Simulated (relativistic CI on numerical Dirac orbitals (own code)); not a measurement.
# Sensitivity of the levels of In XXVI to α and to the nuclear radius

Computed by Dirac-Coulomb-Breit CI, KLI orbitals optimised for each configuration, derivatives by finite differences, unscaled Slater integrals, QED left out (own radial code, finite nucleus).

CI space (outside the closed core [Ne]): 3s2 3p6 3d6, 3s2 3p5 3d7, 3s2 3p4 3d8, 3s 3p6 3d7, 3p6 3d8, 3s 3p5 3d8, 3s2 3p6 3d5 4s, 3s2 3p6 3d5 4p. Levels of other configurations are missing.

With x = (α/α₀)² − 1 an excitation energy changes as ω = ω₀ + qx; K = 2q/ω₀ is the relative enhancement. Terms are leading LS components, so labels can repeat. The field-shift factor is F = δν/δ⟨r²⟩ for the transition from the lowest level.

Lowest level 3s2 3p6 3d6 5D_4.

```
           Level  ω₀ (cm⁻¹)  q (cm⁻¹)      K  F (GHz/fm²)
3s2 3p6 3d6 5D_2      31477      4667  0.297      0.00383
3s2 3p6 3d6 5D_3      43490     56700   2.61        0.428
3s2 3p6 3d6 5D_0      58684     43630   1.49        0.348
3s2 3p6 3d6 5D_1      60219     62040   2.06        0.462
3s2 3p6 3d6 3H_4      87945     20210   0.46        0.262
3s2 3p6 3d6 3G_5     113901     38320  0.673        0.433
3s2 3p6 3d6 3H_6     113950     40010  0.702        0.466
3s2 3p6 3d6 5D_2     121255     87190   1.44        0.629
3s2 3p6 3d6 3F_3     133196     52910  0.795        0.489
3s2 3p6 3d6 3F_2     135974     52940  0.779        0.397
3s2 3p6 3d6 1S_0     159721     82230   1.03        0.743
3s2 3p6 3d6 3H_4     162494     95960   1.18         0.84
3s2 3p6 3d6 3G_4     176590     78950  0.894        0.764
3s2 3p6 3d6 3D_1     176777     75230  0.851        0.672
3s2 3p6 3d6 3D_2     177902     67580   0.76        0.642
3s2 3p6 3d6 3H_5     181908    106400   1.17        0.963
3s2 3p6 3d6 3D_3     193345     88110  0.911        0.805
3s2 3p6 3d6 3G_3     199567    109000   1.09        0.954
3s2 3p6 3d6 1I_6     205289    101300  0.986         1.01
3s2 3p6 3d6 3P_0     211667     29480  0.279        0.372
3s2 3p6 3d6 3P_1     219382    151200   1.38         1.11
3s2 3p6 3d6 1F_3     222828     50270  0.451        0.593
3s2 3p6 3d6 1G_4     240440    128000   1.06         1.15
```

At this charge energies of transitions that change n are usually good to better than 1 %, and those within a shell (Δn = 0) to a few per cent. Terms inside the open d or f shell come out 10 to 20 % too wide with unscaled integrals.
